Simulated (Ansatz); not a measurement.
Stepwise reaction of `[SiH3][O][Al]([Cl])[O][SiH3]` with hydrogen sulfide, as a gas-phase model of exchange steps in deposition or etching. ΔE in kJ/mol.

Calculated with Ansatz (gas phase, PBE0-D4/def2-TZVP geometries, no zero-point term in ΔE). CCSD(T)/CBS adds triple-zeta CCSD(T) − MP2 to the extrapolated MP2 energy (def2 sets, frozen cores). This one scheme is used for every species. Functionals use def2-TZVPP. B3LYP here is the variant with VWN-RPA as its local correlation; programs differ in this. Each species was taken in one conformer, which may not be the lowest.

```
step                                                            reaction  PBE-D4  B3LYP-D4  ωB97M-V  CCSD(T)/CBS
   2  `[SiH3][O][Al]([SH])[Cl]` + H₂S → `[SH][Al]([SH])[Cl]` + `O[SiH3]`    33.2      50.7     46.0         46.6
```

**Question.** Give the row of step 1, `[SiH3][O][Al]([Cl])[O][SiH3]` + H₂S → `[SiH3][O][Al]([SH])[Cl]` + `O[SiH3]`. (Best estimate.)

**Answer.** Ansatz gave: 
```csv
step,reaction,PBE-D4,B3LYP-D4,ωB97M-V,CCSD(T)/CBS
1,`[SiH3][O][Al]([Cl])[O][SiH3]` + H₂S → `[SiH3][O][Al]([SH])[Cl]` + `O[SiH3]`,31.3,48.7,44.0,45.1
```

**Question.** By hand: ΔE of the 2 steps together at CCSD(T)/CBS.

**Answer.** (45.1) + (46.6) = 91.7 kJ/mol, or 45.9 kJ/mol a step.

In ΔE the steps differ by no more than 1.5 kJ/mol. All are uphill at CCSD(T)/CBS. PBE-D4 differs from CCSD(T)/CBS by -13.8 to -13.4 kJ/mol a step. Only this route is followed, and other bonds may react first. Isolated molecules leave out the surface, adducts and barriers. Largest T1 diagnostic: 0.011.
